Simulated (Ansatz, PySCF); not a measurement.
C2H3ClFGa, SMILES C=[CH][Ga]([F])[Cl]. Atoms are numbered in the order given.

```xyz
8

Ga    -0.1606    -0.3506     0.1772
F     -0.6486    -1.1693     1.6428
Cl     0.5520     1.6384     0.4878
C     -0.2303    -1.1267    -1.5800
C      0.1918    -0.4042    -2.6261
H     -0.6047    -2.1446    -1.7369
H      0.1763    -0.7995    -3.6495
H      0.5729     0.6172    -2.5055
```

Coordinates come from a ωB97X-D3(BJ)/def2-SVP optimisation. The structure was generated by enumeration; whether it is a known compound was not checked. The values are those of a single conformer.

Two levels are set side by side: PBE-D3(BJ)/def2-SVP (Ansatz, a first-principles code) and ωB97X-D3(BJ)/def2-SVP (PySCF). Each level has its own optimised geometry; the coordinates shown are those of the second. Frequencies come from the Hessian of PySCF at each geometry. Differences are taken from unrounded values.

```tsv
quantity	ωB97X-D3(BJ)
mean bond length (Å)	1.491
bond Ga1–F2 (Å)	1.748
bond Ga1–Cl3 (Å)	2.135
bond Ga1–C4 (Å)	1.922
bond C4–C5 (Å)	1.340
bond C4–H6 (Å)	1.096
bond C5–H7 (Å)	1.097
bond C5–H8 (Å)	1.097
highest harmonic wavenumber (cm⁻¹)	3244
mean harmonic wavenumber (cm⁻¹)	1122
zero-point energy (kcal/mol)	28.86
```

Question: What does PBE-D3(BJ) give, and how far is it from ωB97X-D3(BJ)? (An estimate is asked for; the answer gives what the named calculation found.)

Answer: 
```csv
quantity,PBE-D3(BJ),PBE-D3(BJ) minus ωB97X-D3(BJ)
mean bond length (Å),1.503,0.012
bond Ga1–F2 (Å),1.765,0.017
bond Ga1–Cl3 (Å),2.158,0.023
bond Ga1–C4 (Å),1.938,0.016
bond C4–C5 (Å),1.348,0.008
bond C4–H6 (Å),1.104,0.008
bond C5–H7 (Å),1.105,0.008
bond C5–H8 (Å),1.104,0.007
highest harmonic wavenumber (cm⁻¹),3143,-101
mean harmonic wavenumber (cm⁻¹),1073,-48
zero-point energy (kcal/mol),27.61,-1.25
```

Exact exchange shortens and stiffens bonds; PBE has none. Differences between two approximate levels are no errors against the true value.
